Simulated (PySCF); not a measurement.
octafluorocyclopentene (C₅F₈), SMILES C1(=C(C(F)(C(C1(F)F)(F)F)F)F)F. Geometry: B3LYP-D3(BJ)/def2-SVP. Other conformers were not sampled.

### Question
Give the equilibrium geometry at B3LYP-D3(BJ)/def2-SVP (PySCF confirms it by a frequency run) as Cartesian coordinates in Å, and its point group. (The exact figures need the calculation; the answer reports its results.)

### Answer
One answer among several that fit: point group Cs.
```xyz
13

F      0.1046    -2.2601    -1.4648
C      0.0368    -1.2154    -0.6691
C      0.0368    -1.2154     0.6691
F      0.1046    -2.2601     1.4648
C     -0.1020     0.1690     1.2355
F      0.7615     0.4005     2.2407
F     -1.3505     0.3986     1.7022
C      0.1884     1.0767     0.0000
F      1.4887     1.4154     0.0000
F     -0.5587     2.1842     0.0000
C     -0.1020     0.1690    -1.2355
F      0.7615     0.4005    -2.2407
F     -1.3505     0.3986    -1.7022
```
